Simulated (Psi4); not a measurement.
NS, doublet, at a GFN2-xTB geometry; MP2/cc-pVTZ (Psi4).

The Psi4 input:
```
memory 2 GB

molecule mol {
0 2
  N    -0.000000   -0.000000   -1.018028
  S     0.000000    0.000000    0.445387
}

set basis cc-pvtz
set reference uhf

energy('mp2')
print_variables()
```

What the program printed (banner, timings and long lists left out):

```
    SCF Algorithm Type (re)set to DF.

   => Loading Basis Set <=

    Name: CC-PVTZ
    Role: ORBITAL
    Keyword: BASIS

         ---------------------------------------------------------
                                   SCF
               by Justin Turney, Rob Parrish, Andy Simmonett
                          and Daniel G. A. Smith
                              UHF Reference
         ---------------------------------------------------------

  ==> Geometry <==

    Molecular point group: c2v
    Full point group: C_inf_v

    Geometry (in Angstrom), charge = 0, multiplicity = 2:

       Center              X                  Y                   Z               Mass
    ------------   -----------------  -----------------  -----------------  -----------------
         N            0.000000000000     0.000000000000    -1.017689196101    14.003074004430
         S            0.000000000000     0.000000000000     0.445725803899    31.972071174400

  Running in c2v symmetry.

  Rotational constants: A = ************  B =      0.80833  C =      0.80833 [cm^-1]
  Rotational constants: A = ************  B =  24233.22134  C =  24233.22134 [MHz]
  Nuclear repulsion =   40.499685731689233

  Charge       = 0
  Multiplicity = 2
  Electrons    = 23
  Nalpha       = 12
  Nbeta        = 11

  ==> Algorithm <==

  SCF Algorithm Type is DF.
  DIIS enabled.
  MOM disabled.
  Fractional occupation disabled.
  Guess Type is SAD.
  Energy threshold   = 1.00e-08
  Density threshold  = 1.00e-08
  Integral threshold = 1.00e-12

  ==> Primary Basis <==

  Basis Set: CC-PVTZ
    Blend: CC-PVTZ
    Number of shells: 22
    Number of basis functions: 64
    Number of Cartesian functions: 74
    Spherical Harmonics?: true
    Max angular momentum: 3

   => Loading Basis Set <=

    Name: (CC-PVTZ AUX)
    Role: JKFIT
    Keyword: DF_BASIS_SCF

  ==> Integral Setup <==

  SCF_SUBTYPE=INCORE selected. In-core MEM_DF algorithm will be used.
  Using in-core AOs.

  ==> MemDFJK: Density-Fitted J/K Matrices <==

    J tasked:                   Yes
    K tasked:                   Yes
    wK tasked:                   No
    Algorithm:                 Core
    Schwarz Cutoff:           1E-12
    Mask sparsity (%):       0.0000
    Fitting Condition:        1E-10

   => Auxiliary Basis Set <=

  Basis Set: (CC-PVTZ AUX)
    Blend: CC-PVTZ-JKFIT
    Number of shells: 62
    Number of basis functions: 200
    Number of Cartesian functions: 241
    Spherical Harmonics?: true
    Max angular momentum: 4

  Minimum eigenvalue in the overlap matrix is 2.5583575877E-03.
  Reciprocal condition number of the overlap matrix is 6.5940417087E-04.
    Using symmetric orthogonalization.

  ==> Pre-Iterations <==

  SCF Guess: Superposition of Atomic Densities via on-the-fly atomic UHF (no occupation information).

   -------------------------
    Irrep   Nso     Nmo
   -------------------------
     A1        28      28
     A2         6       6
     B1        15      15
     B2        15      15
   -------------------------
    Total      64      64
   -------------------------

  ==> Iterations <==

                           Total Energy        Delta E     RMS |[F,P]|

   @DF-UHF iter SAD:  -451.37344084105138   -4.51373e+02   0.00000e+00
   @DF-UHF iter   1:  -451.87597705579708   -5.02536e-01   9.26086e-03 ADIIS/DIIS
   @DF-UHF iter   2:  -451.89815452388700   -2.21775e-02   8.87889e-03 ADIIS/DIIS
   @DF-UHF iter   3:  -451.94225598335146   -4.41015e-02   1.27500e-03 ADIIS/DIIS
   @DF-UHF iter   4:  -451.94493098036662   -2.67500e-03   6.29699e-04 ADIIS/DIIS
   @DF-UHF iter   5:  -451.94574546776784   -8.14487e-04   2.89699e-04 ADIIS/DIIS
   @DF-UHF iter   6:  -451.94607272986161   -3.27262e-04   2.05104e-04 ADIIS/DIIS
   @DF-UHF iter   7:  -451.94631083262698   -2.38103e-04   1.92571e-04 ADIIS/DIIS
   @DF-UHF iter   8:  -451.94644441254877   -1.33580e-04   1.95737e-04 ADIIS/DIIS
   @DF-UHF iter   9:  -451.94601318318786    4.31229e-04   1.77956e-04 ADIIS/DIIS
   @DF-UHF iter  10:  -451.94541207333799    6.01110e-04   1.40695e-04 ADIIS/DIIS
   @DF-UHF iter  11:  -451.94516204509932    2.50028e-04   7.31137e-05 DIIS
   @DF-UHF iter  12:  -451.94507377281707    8.82723e-05   4.90743e-05 DIIS
   @DF-UHF iter  13:  -451.94503076436769    4.30084e-05   4.15589e-05 DIIS
   @DF-UHF iter  14:  -451.94483541042632    1.95354e-04   1.06116e-04 ADIIS/DIIS
   @DF-UHF iter  15:  -451.94506945295478   -2.34043e-04   3.29363e-05 DIIS
   @DF-UHF iter  16:  -451.94507696985846   -7.51690e-06   3.91310e-05 DIIS
   @DF-UHF iter  17:  -451.94513421553199   -5.72457e-05   4.67708e-05 DIIS
   @DF-UHF iter  18:  -451.94509033914841    4.38764e-05   3.75680e-05 DIIS
   @DF-UHF iter  19:  -451.94501540566949    7.49335e-05   3.96994e-05 DIIS
   @DF-UHF iter  20:  -451.94495683712898    5.85685e-05   4.93479e-05 DIIS
   @DF-UHF iter  21:  -451.94503228847600   -7.54513e-05   3.35573e-05 DIIS
   @DF-UHF iter  22:  -451.94506550544628   -3.32170e-05   3.27644e-05 DIIS
   @DF-UHF iter  23:  -451.94507365371646   -8.14827e-06   3.33093e-05 DIIS
   @DF-UHF iter  24:  -451.94507132693025    2.32679e-06   3.32085e-05 DIIS
   @DF-UHF iter  25:  -451.94507540294154   -4.07601e-06   3.35243e-05 DIIS
   @DF-UHF iter  26:  -451.94505799033743    1.74126e-05   3.28263e-05 DIIS
   @DF-UHF iter  27:  -451.94505414210943    3.84823e-06   3.27082e-05 DIIS
   @DF-UHF iter  28:  -451.94503862964410    1.55125e-05   3.31957e-05 DIIS
   @DF-UHF iter  29:  -451.94506052856656   -2.18989e-05   3.27157e-05 DIIS
   @DF-UHF iter  30:  -451.94504271496805    1.78136e-05   3.31078e-05 DIIS
   @DF-UHF iter  31:  -451.94505249511667   -9.78015e-06   3.32185e-05 DIIS
   @DF-UHF iter  32:  -451.94502813326233    2.43619e-05   3.40935e-05 DIIS
   @DF-UHF iter  33:  -451.94515938387559   -1.31251e-04   4.79003e-05 DIIS
   @DF-UHF iter  34:  -451.94503664507943    1.22739e-04   3.42644e-05 DIIS
   @DF-UHF iter  35:  -451.94502222673833    1.44183e-05   3.61970e-05 DIIS
[...]
   @DF-UHF iter  43:  -451.94509876229046    3.97808e-06   3.90196e-05 DIIS
   @DF-UHF iter  44:  -451.94507709093727    2.16714e-05   3.58784e-05 DIIS
   @DF-UHF iter  45:  -451.94512844110551   -5.13502e-05   4.52422e-05 DIIS
   @DF-UHF iter  46:  -451.94498616084269    1.42280e-04   4.63878e-05 DIIS
   @DF-UHF iter  47:  -451.94505329205003   -6.71312e-05   3.42155e-05 DIIS
   @DF-UHF iter  48:  -451.94506142398393   -8.13193e-06   3.42618e-05 DIIS
   @DF-UHF iter  49:  -451.94509952613583   -3.81022e-05   3.75820e-05 DIIS
   @DF-UHF iter  50:  -451.94506561811886    3.39080e-05   3.44277e-05 DIIS
   @DF-UHF iter  51:  -451.94511175369985   -4.61356e-05   3.99552e-05 DIIS
   @DF-UHF iter  52:  -451.94511056250434    1.19120e-06   3.97287e-05 DIIS
   @DF-UHF iter  53:  -451.94508358065900    2.69818e-05   3.55574e-05 DIIS
   @DF-UHF iter  54:  -451.94498446150141    9.91192e-05   4.40590e-05 DIIS
   @DF-UHF iter  55:  -451.94504886940905   -6.44079e-05   3.35799e-05 DIIS
   @DF-UHF iter  56:  -451.94504549088629    3.37852e-06   3.36999e-05 DIIS
   @DF-UHF iter  57:  -451.94503326974626    1.22211e-05   3.47546e-05 DIIS
   @DF-UHF iter  58:  -451.94504175767861   -8.48793e-06   3.40453e-05 DIIS
   @DF-UHF iter  59:  -451.94504759289305   -5.83521e-06   3.37203e-05 DIIS
   @DF-UHF iter  60:  -451.94505582461159   -8.23172e-06   3.34741e-05 DIIS
   @DF-UHF iter  61:  -451.94506361342303   -7.78881e-06   3.36514e-05 DIIS
   @DF-UHF iter  62:  -451.94510643925207   -4.28258e-05   3.74945e-05 DIIS
   @DF-UHF iter  63:  -451.94506277599214    4.36633e-05   3.30872e-05 DIIS
   @DF-UHF iter  64:  -451.94502657569871    3.62003e-05   3.50889e-05 DIIS
   @DF-UHF iter  65:  -451.94498954308784    3.70326e-05   4.19440e-05 DIIS
   @DF-UHF iter  66:  -451.94495565987290    3.38832e-05   5.03637e-05 DIIS
   @DF-UHF iter  67:  -451.94497482395451   -1.91641e-05   4.45247e-05 DIIS
   @DF-UHF iter  68:  -451.94496635740529    8.46655e-06   4.68850e-05 DIIS
   @DF-UHF iter  69:  -451.94498570726262   -1.93499e-05   4.21944e-05 DIIS
   @DF-UHF iter  70:  -451.94498769604655   -1.98878e-06   4.15773e-05 DIIS
   @DF-UHF iter  71:  -451.94498370579953    3.99025e-06   4.23464e-05 DIIS
   @DF-UHF iter  72:  -451.94499053929536   -6.83350e-06   4.05566e-05 DIIS
   @DF-UHF iter  73:  -451.94506220440775   -7.16651e-05   3.08325e-05 DIIS
   @DF-UHF iter  74:  -451.94505062567788    1.15787e-05   3.09497e-05 DIIS
   @DF-UHF iter  75:  -451.94505768546514   -7.05979e-06   3.09596e-05 DIIS
   @DF-UHF iter  76:  -451.94505827530338   -5.89838e-07   3.06611e-05 DIIS
   @DF-UHF iter  77:  -451.94505198140700    6.29390e-06   3.08433e-05 DIIS
   @DF-UHF iter  78:  -451.94503812473505    1.38567e-05   3.15735e-05 DIIS
   @DF-UHF iter  79:  -451.94507992087239   -4.17961e-05   3.24987e-05 DIIS
   @DF-UHF iter  80:  -451.94502890796764    5.10129e-05   3.39189e-05 DIIS
   @DF-UHF iter  81:  -451.94505420445472   -2.52965e-05   3.15529e-05 DIIS
   @DF-UHF iter  82:  -451.94499762831163    5.65761e-05   3.92969e-05 DIIS
   @DF-UHF iter  83:  -451.94500930743760   -1.16791e-05   3.76203e-05 DIIS
   @DF-UHF iter  84:  -451.94512994458523   -1.20637e-04   4.09391e-05 DIIS
   @DF-UHF iter  85:  -451.94506078300856    6.91616e-05   3.27554e-05 DIIS
   @DF-UHF iter  86:  -451.94507371767196   -1.29347e-05   3.44383e-05 DIIS
   @DF-UHF iter  87:  -451.94504712247459    2.65952e-05   3.36016e-05 DIIS
   @DF-UHF iter  88:  -451.94504922028989   -2.09782e-06   3.35742e-05 DIIS
   @DF-UHF iter  89:  -451.94504508379731    4.13649e-06   3.38808e-05 DIIS
   @DF-UHF iter  90:  -451.94505155164268   -6.46785e-06   3.34501e-05 DIIS
   @DF-UHF iter  91:  -451.94510903844713   -5.74868e-05   3.86062e-05 DIIS
   @DF-UHF iter  92:  -451.94504174076866    6.72977e-05   3.42482e-05 DIIS
   @DF-UHF iter  93:  -451.94498035684342    6.13839e-05   4.47882e-05 DIIS
   @DF-UHF iter  94:  -451.94500296254006   -2.26057e-05   3.98715e-05 DIIS
   @DF-UHF iter  95:  -451.94504253562400   -3.95731e-05   3.36128e-05 DIIS
   @DF-UHF iter  96:  -451.94506381525269   -2.12796e-05   3.27733e-05 DIIS
   @DF-UHF iter  97:  -451.94507165518934   -7.83994e-06   3.29326e-05 DIIS
   @DF-UHF iter  98:  -451.94506675881070    4.89638e-06   3.32229e-05 DIIS
   @DF-UHF iter  99:  -451.94505189941054    1.48594e-05   3.26128e-05 DIIS
   @DF-UHF iter 100:  -451.94506139436680   -9.49496e-06   3.24582e-05 DIIS

PsiException: Could not converge SCF iterations in 100 iterations.

  Failed to converge.

Traceback (most recent call last):
  File "psi4", line 375, in <module>
  File "<string>", line 23, in <module>
  File "site-packages/psi4/driver/driver.py", line 533, in energy
  File "site-packages/psi4/driver/procrouting/proc.py", line 167, in select_mp2
  File "site-packages/psi4/driver/procrouting/proc.py", line 4366, in run_dfmp2
  File "site-packages/psi4/driver/procrouting/proc.py", line 2047, in scf_helper
  File "site-packages/psi4/driver/procrouting/scf_proc/scf_iterator.py", line 93, in scf_compute_energy
  File "site-packages/psi4/driver/procrouting/scf_proc/scf_iterator.py", line 86, in scf_compute_energy
  File "site-packages/psi4/driver/procrouting/scf_proc/scf_iterator.py", line 609, in scf_iterate

psi4.driver.p4util.exceptions.SCFConvergenceError: Could not converge SCF iterations in 100 iterations.

Printing out the relevant lines from the Psithon --> Python processed input file:
      S     0.000000    0.000000    0.445387
    ""","mol")
    core.IO.set_default_namespace("mol")
    core.set_global_option("BASIS", "cc-pvtz")
    core.set_global_option("REFERENCE", "uhf")
--> energy('mp2')
    print_variables()

!-------------------------------------------------------!
!                                                       !
!  Could not converge SCF iterations in 100 iterations. !
!                                                       !
!-------------------------------------------------------!
```

Convergence was not reached.
